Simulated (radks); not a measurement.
Question: These are the eigenvalues of the occupied orbitals of an atom or ion with whole-number occupations (hartree). All-electron calculation, Dirac Kohn-Sham, exchange-only B88, spin-unpolarised, spherical densities, finite nucleus; Fermi nuclear charge, rms radius of each element as measured or else 0.836 A^(1/3) + 0.57 fm. Program: a radial shooting solver on a logarithmic mesh with Libxc functionals.

orbital  eigenvalue
1s1/2     -171.9525
2s1/2     -27.00115
2p1/2     -24.05743
2p3/2     -23.87984

Which element is it, and in what charge state? The configuration may be excited. Open shells, if any, fill j = l - 1/2 first.

Answer: Z = 21, scandium, charge +11: Sc11+ in [Ne]. The list shows which subshells hold electrons but not how many an open one holds; the 1s level, -171.95 hartree, gives Z - s = 18.5 by -(Z - s)^2/2, which with screening and relativity narrows Z to a few neighbours, and the depths of the outer levels then fix element, charge and occupations together.
